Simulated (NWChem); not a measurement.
CaCl2; SMILES [Cl][Ca][Cl]

Program: NWChem. Pople sets run with spherical d functions. Geometry: optimised at PBE0/def2-SVP. Vertical excitations in the gas phase.

**Question.** What does the run give for LRC-wPBEh/6-31+G*, full TDDFT? Quantities: lowest excitation, singlet (eV); orbital gap (eV).

**Answer.** The lowest excitation, singlet (eV) is 5.40 and the orbital gap (eV) is 9.39.
